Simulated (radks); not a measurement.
Values are calculated unless marked as measured or tabulated.
Numerical settings for neutral argon, [Ar]. Code: a radial shooting solver on a logarithmic mesh with Libxc functionals. Model: scalar-relativistic Kohn-Sham, PBEsol, spin-polarised, spherical densities, point nucleus. The defaults (mesh step 0.008 in ln r, mesh end at 40 bohr or more with all orbitals vanishing there, Anderson mixing 0.5 over 9 steps, residual threshold near 1e-9 with the energy settled to 1e-9 hartree or 1e-11 of itself, here a cap of 63 iterations) give E = -528.4840 hartree and 3p at -10.233 eV in 13 iterations. Run on one thread of a shared host, so times are rough (Intel(R) Xeon(R) Platinum 8559C): 0.11 s of CPU time, 0.11 s wall, 13 iterations on 2597 mesh points. Changes against that run (0 stands for a change within the tolerance of the run):

| setting | iterations | converged | E (mhartree) | e(3p) (meV) | CPU (s) |
|---|---|---|---|---|---|
| mesh step in ln r 0.12 | 4 | no | diverged | - | 0.02 |
| mesh step in ln r 0.05 | 13 | yes | -0.00105 | 0 | 0.02 |
| mesh step in ln r 0.012 | 13 | yes | 0 | 0 | 0.07 |
| mesh end (bohr) 2 | 12 | level above zero | +6.32e+03 | +4.62e+04 | 0.08 |
| mesh end (bohr) 3 | 13 | yes | +753 | +9.61e+03 | 0.09 |
| residual threshold 1e-13 | 19 | yes | 0 | 0 | 0.13 |
| residual threshold 0.1 | 9 | yes | 0 | +0.0112 | 0.08 |
| mixing 1 | 10 | yes | 0 | 0 | 0.09 |
| linear mixing, mixing 0.2 | 63 | no | 0 | -0.00494 | 0.44 |
| linear mixing, mixing 0.05 | 63 | no | +0.201 | -313 | 0.46 |
| mixing history 3 | 15 | yes | 0 | 0 | 0.11 |
| iteration cap 2 | 2 | no | +31.3 | -6.94e+03 | 0.03 |

Settled on a wrong energy, with an occupied level pushed above zero by the early mesh end: mesh end (bohr) 2 (+6.32 hartree). Apart from these: settings that end as converged yet miss the energy by more than 1 mhartree: mesh end (bohr) 3 (+0.753 hartree). A mesh that ends early acts as a hard wall.
